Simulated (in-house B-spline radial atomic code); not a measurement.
The numbers below are computed, except where a source is named.
## Hf ion on Ga atom: potential, deflection and energy transfer

The pair potential comes from two frozen, spherical free-atom densities (PBE, B-spline radial code, scalar-relativistic past argon): electrostatics plus the change in Thomas-Fermi kinetic and Dirac exchange energy where they overlap, the recipe behind the universal ZBL potential, which averages such potentials (from solid-state densities) over many pairs. It is written V = (Z1 Z2 e²/r) φ(r/a), with e² = 14.3996 eV·Å and a = 0.46850 Å/(Z1^0.23 + Z2^0.23); ZBL's fit is φ = 0.18175 e^(−3.1998x) + 0.50986 e^(−0.94229x) + 0.28022 e^(−0.4029x) + 0.02817 e^(−0.20162x). Where φ falls below 4e-4 it is continued as an exponential.

Masses 178.49 and 69.72 u.

```
x = r/a  φ, this pair     φ, ZBL
    0.1        0.8836     0.8928
   0.25        0.7571     0.7647
    0.5        0.6053     0.6096
      1        0.4131     0.4164
    1.5        0.2962     0.2995
      2        0.2192     0.2218
      3        0.1275     0.1292
      4       0.07814    0.08026
      5       0.05039    0.05224
    6.5       0.02753    0.02914
      8       0.01563    0.01705
     10      0.007928   0.008778
     12        0.0043    0.00474
   14.5      0.002161   0.002328
     17      0.001168   0.001212
     20     0.0005865  0.0005882
```

At x = 0.5 the electrostatic, kinetic and exchange parts are 334400.73, 72013.3 and -1396.54 eV. Find r, V and φ.

a = 0.46850/(2.6742 + 2.2030) = 0.09606 Å, so r = 0.04803 Å. V = 334400.73 + 72013.3 + (-1396.54) = 405017.49 eV. The bare repulsion is 72 × 31 × 14.3996/0.04803 = 669160 eV, so φ = 0.6053, -0.7 % against ZBL's 0.6096. The kinetic (Pauli) term is 18 % of V here.

The ion comes in at 119.1 keV with impact parameter 0.1921 Å. The scattering integral gives a centre-of-mass angle of 57.19° and a closest approach of 2.819 a. What are the reduced energy, the energy passed on and the laboratory angles?

ε = E a M2/(Z1 Z2 e² (M1 + M2)) = 119100 × 8.3953e-07 = 0.1. The most that one collision can pass on is γE with γ = 4 M1 M2/(M1 + M2)² = 0.8080. Here T = γE sin²(θ/2) = 0.8080 × 119100 × 0.229 = 22040 eV. The ion turns by arctan(sin θ/(cos θ + M1/M2)) = 15.2°, and the struck atom leaves at (180° − θ)/2 = 61.4°. The closest approach is 0.271 Å. With ZBL the angle would be 57.39° and T = 22190 eV.
